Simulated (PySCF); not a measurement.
Numbering as in the mapped SMILES `[CH3:1][N:2]([CH3:3])[P:4]1[CH2:5][CH2:6][C:7](=[O:8])[CH2:9][CH2:10]1`; H(Xn) means a hydrogen on atom n.

Single conformer, one averaged value for each set of equivalent atoms, relativity neglected, in vacuum. Coordinates at the GFN2-xTB level; NMR shieldings at PBE0/pcSseg-1/GIAO; PySCF.

Q: List the cross peaks expected in HSQC, COSY and HMBC spectra.

A: 

HSQC (one-bond C–H):
```
                 δH             δC
 2.50 (H(C6)/H(C9))   39.7 (C6/C9)
 2.36 (H(C1)/H(C3))   42.5 (C1/C3)
2.15 (H(C5)/H(C10))  37.1 (C5/C10)
```

COSY cross peaks (H two or three bonds apart, from the bond graph; peaks can be absent where the dihedral angle is near 90°):
```
                δH                   δH
2.50 (H(C6)/H(C9))  2.15 (H(C5)/H(C10))
```

HMBC (two and three bonds, from the bond graph):
```
                 δH                                       δC
 2.50 (H(C6)/H(C9))  214.7 (C7), 39.7 (C6/C9), 37.1 (C5/C10)
 2.36 (H(C1)/H(C3))                             42.5 (C1/C3)
2.15 (H(C5)/H(C10))  214.7 (C7), 39.7 (C6/C9), 37.1 (C5/C10)
```

Chemical shifts δ = σref − σ; TMS for $^{1}$H (31.72 ppm), $^{13}$C (186.93 ppm), all at this level.

Short H···H contacts in this conformer between protons four or more bonds apart (candidates for NOE cross peaks, intensity ∝ r⁻⁶): H(C3)···H(C10) 2.24 Å.

Shifts are as computed. Against solution values, carbons near 30 ppm lie about +3 ppm off and those near 130 ppm about +5 ppm. Of 1211 compounds with measured shifts, 218 miss one by over three times the rms of a fit or turn the order of signals round; such compounds aren't used in these exercises.
